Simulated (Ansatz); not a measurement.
The cluster Sr₂S₂. Charge 0, multiplicity 1. Geometry PBE0-D4/def2-TZVPD, that of the charge -1 doublet.

Cartesian coordinates in Å:
```
Sr -0.5126 0.6845 1.6111
Sr 0.5126 -0.6845 -1.6110
S 1.9121 0.1006 0.5657
S -1.9121 -0.1006 -0.5658
```

In the def2 sets Sr takes a core potential; there is no spin–orbit coupling. The structure comes from a short search, and lower isomers may exist.

**Question.** Estimate the orbital energies around the gap (eV) in Ansatz with PBE-D4/def2-TZVPD, r2SCAN-D4/def2-TZVPD, PBE0-D4/def2-TZVPD.

**Answer.** 
```json
{"orbital": "HOMO−5", "PBE-D4/def2-TZVPD": "-4.85", "r2SCAN-D4/def2-TZVPD": "-4.89", "PBE0-D4/def2-TZVPD": "-5.79"}
{"orbital": "HOMO−4", "PBE-D4/def2-TZVPD": "-4.71", "r2SCAN-D4/def2-TZVPD": "-4.73", "PBE0-D4/def2-TZVPD": "-5.66"}
{"orbital": "HOMO−3", "PBE-D4/def2-TZVPD": "-4.33", "r2SCAN-D4/def2-TZVPD": "-4.41", "PBE0-D4/def2-TZVPD": "-5.28"}
{"orbital": "HOMO−2", "PBE-D4/def2-TZVPD": "-4.31", "r2SCAN-D4/def2-TZVPD": "-4.40", "PBE0-D4/def2-TZVPD": "-5.23"}
{"orbital": "HOMO−1", "PBE-D4/def2-TZVPD": "-4.21", "r2SCAN-D4/def2-TZVPD": "-4.26", "PBE0-D4/def2-TZVPD": "-5.10"}
{"orbital": "HOMO", "PBE-D4/def2-TZVPD": "-4.12", "r2SCAN-D4/def2-TZVPD": "-4.20", "PBE0-D4/def2-TZVPD": "-5.00"}
{"orbital": "LUMO", "PBE-D4/def2-TZVPD": "-2.07", "r2SCAN-D4/def2-TZVPD": "-1.54", "PBE0-D4/def2-TZVPD": "-1.51"}
{"orbital": "LUMO+1", "PBE-D4/def2-TZVPD": "-1.79", "r2SCAN-D4/def2-TZVPD": "-1.24", "PBE0-D4/def2-TZVPD": "-1.25"}
{"orbital": "LUMO+2", "PBE-D4/def2-TZVPD": "-0.72", "r2SCAN-D4/def2-TZVPD": "-0.28", "PBE0-D4/def2-TZVPD": "-0.14"}
{"orbital": "LUMO+3", "PBE-D4/def2-TZVPD": "-0.69", "r2SCAN-D4/def2-TZVPD": "-0.20", "PBE0-D4/def2-TZVPD": "-0.09"}
{"orbital": "LUMO+4", "PBE-D4/def2-TZVPD": "-0.49", "r2SCAN-D4/def2-TZVPD": "0.00", "PBE0-D4/def2-TZVPD": "0.04"}
{"orbital": "LUMO+5", "PBE-D4/def2-TZVPD": "-0.45", "r2SCAN-D4/def2-TZVPD": "0.01", "PBE0-D4/def2-TZVPD": "0.11"}
```
